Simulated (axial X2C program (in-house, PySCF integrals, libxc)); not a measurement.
# Testing model relations on InTe

A bond curve at the CCSD(T) level, 2c, was computed with an axial X2C code built on PySCF integrals (basis Te dyall-cv3z [11s12p8d4f1g], In dyall-cv3z [11s12p9d4f1g] (cores contracted in-house)) for the state Ω = 3/2 (⟨Sz⟩ = 0.50, ⟨Lz⟩ = 1.00 at HF). Its fit gives Re = 2.8750 Å, ωe = 158.8 cm⁻¹, ωexe = 0.295 cm⁻¹ and αe = 9.098e-05 cm⁻¹; the masses are 129.9062 and 114.9039 u. Two-component means X2C with spin–orbit coupling and atomic mean-field Coulomb and Gaunt terms.

Correlated methods: 9 electrons correlated (number of frozen shells: Te 4 s, 3 p, 2 d; In 4 s, 3 p, 2 d), 309 virtual spin orbitals or spinors in MP2, 110 natural virtuals in coupled cluster.

Task: Find the reduced mass, Be and the force constant.

Result: From the CCSD(T) values: μ = 60.9727 u. Be = 16.8576/(μ Re²) = 0.03345 cm⁻¹. k = 5.8918×10⁻⁷ μ ωe² = 0.906 mdyn/Å.

Task: A Morse curve ties αe to the other constants (Pekeris). How well does that hold?

Result: αe(Morse) = 6Be²/ωe × (√(ωexe/Be) − 1) = 8.327e-05 cm⁻¹; the CCSD(T) curve gives 9.098e-05 cm⁻¹, a ratio of 0.92.

Task: Where do the fundamental and the first overtone lie?

Result: ν(1←0) = ωe − 2ωexe = 158.2 cm⁻¹; ν(2←0) = 2ωe − 6ωexe = 315.8 cm⁻¹.

Task: Estimate De from a Morse curve and compare with the computed well depth of 2.212 eV to Te + In.

Result: De(Morse) = ωe²/(4ωexe) = 2.650 eV against 2.212 eV computed, a ratio of 1.20. The extrapolation overshoots: the well softens faster than a Morse curve, or the lowest atomic limit lies below the one to which the curve heads.

Task: Estimate the centrifugal constant by the Kratzer relation.

Result: D = 4Be³/ωe² = 5.94e-09 cm⁻¹.

The state is a single determinant with fixed occupations, the lowest that a limited PBE0 search found. Dissociation energies refer to the lowest single-determinant-based atoms at the same level and basis. CCSD and (T) use frozen natural virtuals with an MP2 correction for the truncation; (T) itself is uncorrected, so its De runs slightly low. PBE0 can misorder states that lie within some tenths of an eV, so this need not be the ground state of the molecule. The nearest other 2c determinant of the search, Ω = 1/2, lies 0.24 eV up at the distance of the search. With the outer-core shells frozen, correlated bond lengths of heavy atoms tend to come out a few hundredths of an ångström too long.
